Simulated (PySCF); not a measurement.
**C₅H₆O₂: full NMR table**

* Formula: C5H6O2
* SMILES: C=COC(=O)C=C
* InChI: InChI=1S/C5H6O2/c1-3-5(6)7-4-2/h3-4H,1-2H2
* Degrees of unsaturation: 3
* Carbon signals: 5
* Proton signals: 6

Bonds (- single, = double, # triple, : aromatic): C1=C2 1.329 Å, C2-O3 1.367 Å, O3-C4 1.356 Å, C4=O5 1.202 Å, C4-C6 1.478 Å, C6=C7 1.335 Å. C1 carries H8, H9; C2 carries H10; C6 carries H11; C7 carries H12, H13. H12 is cis to C4; H8 is cis to O3; H13 is trans to C4; H9 is trans to O3.

- spin–spin couplings from B3LYP/pcJ-1 (without the spin–dipole term)
- PBE0-D3(BJ)/def2-SVP geometry
- shieldings: GIAO HF/pcSseg-2
- run in PySCF 2.14.0 with density-fitted response routines
- single conformer, no solvent model, non-relativistic Hamiltonian

Referencing at the same level of theory: ¹H (31.68 ppm) and ¹³C (191.47 ppm) against TMS; H2O for ¹⁷O (326.33 ppm).

| carbon | δC, type | δH (multiplicity, J in Hz) | HMBC from (abs. J ≥ 3 Hz) | span of the C tensor (ppm) |
| --- | --- | --- | --- | --- |
| C1 | 102.4, CH2 | H8 5.12 (d, 15.6); H9 4.69 (d, 7.7) | H10 | 198 |
| C2 | 150.9, CH | 7.92 (dd, 15.6, 7.7) | H8, H9 | 227 |
| C4 | 172.0, C | – | H10, H12, H13, H11 | 176 |
| C6 | 133.4, CH | 6.23 (dd, 18.7, 11.4) | H12 | 223 |
| C7 | 150.1, CH2 | H12 7.39 (dd, 18.7, 2.4); H13 6.45 (dd, 11.4, 2.4) | – | 285 |

Other nuclei:
```csv
atoms,nucleus,environment,δ (ppm),σ (ppm)
O5,¹⁷O,ester carbonyl oxygen,368.2,-41.8
O3,¹⁷O,ester alkoxy oxygen,200.7,125.6
```

Selected couplings (Hz, signed; the shortest-range and largest first, 30 at most; isotopes ¹³C, ¹H): ¹J(C2,H10) 197.3, ¹J(C1,H9) 174.9, ¹J(C6,H11) 173.3, ¹J(C7,H12) 172.3, ¹J(C7,H13) 171.0, ¹J(C1,H8) 169.0, ¹J(C1,C2) 91.6, ¹J(C4,C6) 81.9, ¹J(C6,C7) 76.0, ²J(H12,H13) 2.4, ²J(C2,C4) -1.9, ²J(C4,C7) 1.5, ³J(H11,H12) 18.7, ³J(H8,H10) 15.6, ³J(H11,H13) 11.4, ³J(H9,H10) 7.7, ³J(C1,C4) 4.7, ³J(C2,C6) 2.3.

1. Carbon types of the structure: 1 × C, 2 × CH, 2 × CH2, which accounts for all hydrogens.
2. δC 172.0: ester carbonyl carbon; lone-pair donation from the attached heteroatom keeps it upfield of a ketone carbonyl.
3. δC 150.9: alkene carbon bearing oxygen; an sp2 carbon further deshielded by the attached heteroatom.
4. δC 150.1: β carbon of a C=C–C=O unit; conjugation with the carbonyl draws π density from the β position.
5. δC 133.4: α carbon of a C=C–C=O unit; as expected for a trigonal carbon in a double bond.
6. δC 102.4: β carbon of an enol-ether or enamine type C=C; the O or N lone pair pushes π density onto this β carbon and shields it.
7. The protons at 6.23 and 7.39 share a coupling of 18.7 Hz (vicinal, trans across C=C).
8. The protons at 5.12 and 7.92 share a coupling of 15.6 Hz (vicinal, trans across C=C).
9. The protons at 6.23 and 6.45 share a coupling of 11.4 Hz (vicinal, cis across C=C).
10. The protons at 4.69 and 7.92 share a coupling of 7.7 Hz (vicinal, cis across C=C).

Multiplet labels drop couplings under 1 Hz and merge nearly equal ones. Unscaled 3J(H,H) at this level run about 10 % above measured values. Shifts are as computed, not scaled to solution data. Of 1211 compounds with measured shifts, 218 miss one by over three times the rms of a fit or turn the order of signals round; such compounds aren't used in these exercises. Unscaled 17O shifts of doubly bonded oxygen tend to come out too high, by tens of ppm or more. Experimental scales use liquid or dissolved standards, which lie at an offset from isolated H2O (liquid H2O: subtract about 36 ppm).
